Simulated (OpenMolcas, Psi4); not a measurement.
A ladder of methods for B2NH2OF (SMILES OB1NB1F)

The species is B2NH2OF (7 atoms), meant as a singlet with charge 0. SMILES: `OB1NB1F`. The coordinates come from a PBE0-D4/def2-TZVP relaxation. This is one conformer, not always the lowest.

Quantity: the HOMO–LUMO gap, in eV. The values are calculated.

```json
{"level": "HF/def2-SVP", "kind": "Hartree–Fock", "program": "OpenMolcas", "value (eV)": "14.70", "CPU time": "12 s"}
{"level": "BLYP/def2-SVP", "kind": "GGA", "program": "OpenMolcas", "value (eV)": "5.31", "CPU time": "47 s"}
{"level": "PBE/def2-SVP", "kind": "GGA", "program": "OpenMolcas", "value (eV)": "5.25", "CPU time": "48 s"}
{"level": "r2SCAN/def2-SVP", "kind": "meta-GGA", "program": "OpenMolcas", "value (eV)": "5.86", "CPU time": "57 s"}
{"level": "B3LYP/def2-SVP", "kind": "global hybrid", "program": "OpenMolcas", "value (eV)": "7.22", "CPU time": "42 s"}
{"level": "BHLYP/def2-SVP", "kind": "global hybrid", "program": "OpenMolcas", "value (eV)": "10.07", "CPU time": "45 s"}
{"level": "wB97X-D/def2-SVP (density fitting)", "kind": "range-separated hybrid", "program": "Psi4", "value (eV)": "11.48", "CPU time": "12 s"}
{"level": "B2PLYP/def2-SVP", "kind": "double hybrid", "program": "OpenMolcas", "value (eV)": "10.35", "CPU time": "31 s"}
```

The values span 5.25 to 14.70 eV. Orbital gaps aren't excitation energies, and those of double hybrids come from the SCF part alone; they tend to grow with the share of exact exchange. Times are those of the runs behind each value, whatever else they computed, on shared processors of several kinds: orders of magnitude only.
